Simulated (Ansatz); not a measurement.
Consider the redistribution: `BC(F)[SiH2][SiH3]` + `F[CH2][AlH2]` → `BC(F)[SiH2]F` + `[AlH2][CH2][SiH3]`.

Isolated molecules relaxed with PBE0-D4/def2-TZVP in Ansatz; ΔE leaves out vibrations. CCSD(T)/CBS is the MP2 limit (def2-TZVPP, def2-QZVPP) plus CCSD(T) − MP2 in def2-TZVPP, frozen cores. One conformer a species, not always the lowest.

```json
{"species": "`BC(F)[SiH2][SiH3]`", "HF/CBS(def2) energy (Eh)": "-744.58879"}
{"species": "`F[CH2][AlH2]`", "HF/CBS(def2) energy (Eh)": "-381.60009"}
{"species": "`BC(F)[SiH2]F`", "HF/CBS(def2) energy (Eh)": "-553.45825"}
{"species": "`[AlH2][CH2][SiH3]`", "HF/CBS(def2) energy (Eh)": "-572.83802"}
```

(1) Work out ΔE.

Largest T1 diagnostic among the species: 0.014.

Results:

(1) ΔE = (-553.45825) + (-572.83802) − (-744.58879) − (-381.60009) = -0.10739 Eh = -2.92 eV. CCSD(T)/CBS gives -2.74 eV.

From PBE to PBE0 (25 % exact exchange), in def2-TZVPP and without D4, ΔE moves by −0.15 eV.
